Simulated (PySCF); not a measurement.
**Energy of Ba²⁺ (barium, charge +2) between two integer charges**

The 5p beta orbital of [Xe] is emptied in steps (occupation f), with all orbitals relaxed, ending at [Kr] 4d10 5s2 5p5. All numbers are calculated (PySCF 2.14, scalar relativity by spin-free X2C-1e, in x2c-TZVPall (11s7p6d1f, 69 functions)). The exact energy is a straight line in f; departures are measured from the line between the end points of the same method.

Task: Among UHF, LDA, PBE, PBE0, r2SCAN, LC-wPBE, BHandHLYP, wB97X, BLYP, B3LYP, which shows the largest delocalisation error (convex curve), and which is closest to linear?

Result: Most convex: LDA (-1.381 eV at f = 0.5); closest to linear: UHF (0.202 eV).

```
   f  UHF (eV)  LDA (eV)  PBE (eV)  PBE0 (eV)  r2SCAN (eV)  LC-wPBE (eV)  BHandHLYP (eV)  wB97X (eV)  BLYP (eV)  B3LYP (eV)
   1     0.000     0.000     0.000      0.000        0.000         0.000           0.000       0.000      0.000       0.000
0.75     0.154    -1.035    -1.000     -0.716       -0.928        -0.170          -0.448      -0.249     -1.015      -0.791
 0.5     0.202    -1.381    -1.331     -0.951       -1.221        -0.224          -0.599      -0.341     -1.355      -1.055
0.25     0.149    -1.036    -0.996     -0.711       -0.904        -0.165          -0.452      -0.266     -1.017      -0.792
   0     0.000     0.000     0.000      0.000        0.000         0.000           0.000       0.000      0.000       0.000
```

```
   method  E(f=0) − E(f=1) (eV)  −ε at f=1 (eV)  −ε at f=0.5 (eV)
      UHF                35.361          36.194            35.348
      LDA                36.589          31.080            36.586
      PBE                36.253          30.915            36.264
     PBE0                36.363          32.538            36.376
   r2SCAN                36.389          31.382            36.460
  LC-wPBE                36.378          35.461            36.391
BHandHLYP                36.310          33.928            36.301
    wB97X                36.215          34.914            36.170
     BLYP                36.109          30.700            36.105
    B3LYP                36.388          32.173            36.385
```

Reference removal energy between the ground levels: 35.844 eV (measured; NIST Atomic Spectra Database, ionization energies). The calculation has no spin-orbit coupling. UHF lacks correlation.
